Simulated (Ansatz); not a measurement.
BH+, multiplicity 2 (lowest of 2S+1 = 2, 4 at CCSD(T)/def2-TZVPP on PBE0 minima; our sources give no spin for the ground state, which may be another), most abundant isotopes (1.0078 and 11.0093 u). Constants from fifth-degree fits in 1/R to seven points on the lowest solution found; no spin–orbit coupling, no relativity up to Kr; ω_e x_e and α_e move by some per cent with the fit.

Frozen-core correlation. CBS: X⁻³ extrapolation of the correlation energy, Hartree–Fock from the larger set.

Run with Ansatz (a program for electronic structure). Values without a source in brackets are computed.

| level | r_e (Å) | ω_e (cm⁻¹) | ω_e x_e (cm⁻¹) | α_e (cm⁻¹) |
|---|---|---|---|---|
| PBE/def2-TZVPP | 1.2182 | 2449.4 | 60.3 | 0.453 |
| CCSD(T)/CBS(aug-cc-pVQZ, aug-cc-pV5Z) | 1.2039 | 2526.1 | 65.2 | 0.471 |

Task: Predict ω_e, ω_e x_e, B_e and the fall in zero-point energy on putting deuterium (2.014102 u) for H, at CCSD(T)/CBS(aug-cc-pVQZ, aug-cc-pV5Z).

Result: 
The curve stays; ρ = √(μ_H/μ_D) = √(0.92330/1.70262) = 0.73640. ω_e scales with ρ: 1860 cm⁻¹; ω_e x_e and B_e with ρ²: 35.3 and 6.832 cm⁻¹. The zero-point energy falls by 325 cm⁻¹, by which D₀ of the deuteride is larger.
